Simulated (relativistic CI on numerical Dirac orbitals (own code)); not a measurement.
# V⁺: M2,3 absorption edge

Computed with this model: Dirac-Coulomb-Breit CI, separate exchange-only KLI orbitals for each configuration, QED by a radiative potential, valence Slater integrals scaled by 0.8, multiplet model of core-to-valence dipole absorption; configurations [Ar] 3d4 → [Ne] 3s2 3p5 3d5; 10 K; Lorentzian 0.48 eV and Gaussian 0.3 eV FWHM. Energies are those of the free ion, without screening or charge transfer. The branching ratio is the share of the lower-energy edge in the whole absorption, uncertain by about 0.02 where the edges overlap. S is read from ⟨S²⟩ = S(S + 1).

Field parameters in Wybourne normalisation: D3d B²₀ = −7Dσ, B⁴₀ = −14Dq − 21Dτ, B⁴₃ = −14√(10/7) Dq; D4h B²₀ = −7Ds, B⁴₀ = 21(Dq − Dt), B⁴₄ = 21√(5/14) Dq; Oh B⁴₀ = 21Dq, B⁴₄ = √(5/14) B⁴₀; Td as Oh with Dq negative (B⁴₀ = 21Dq, B⁴₄ = √(5/14) B⁴₀). The field is a parameter set, without covalency.

Computed curve for D3d, 10Dq = 5650, Dσ = -330, Dτ = -190 cm⁻¹, scaled to 100 at the maximum (points under 2 are left out and the grid is thinned):

(Energy (eV), Intensity): (37.5, 2.1), (37.8, 2.6), (38.0, 3.2), (38.3, 3.5), (38.6, 3.1), (38.9, 2.6), (39.1, 2.2), (40.1, 2.5), (40.4, 4.1), (40.7, 5.3), (40.9, 5.6), (41.2, 6.5), (41.5, 7.7), (41.8, 8.2), (42.0, 9.9), (42.3, 17.7), (42.6, 44.5), (42.9, 94.0), (43.1, 95.5), (43.4, 50.7), (43.7, 30.5), (44.0, 24.3), (44.2, 16.1), (44.5, 7.6), (44.8, 4.4), (45.1, 3.0), (45.3, 2.5), (47.8, 2.0), (48.1, 2.8), (48.4, 4.4), (48.6, 6.3), (48.9, 13.7), (49.2, 35.5), (49.5, 55.4), (49.7, 48.4), (50.0, 20.7), (50.3, 8.1), (50.6, 4.2), (50.8, 3.0), (51.1, 2.0)

The ground state has S = 2.00, and the centroid lies at 44.91 eV.
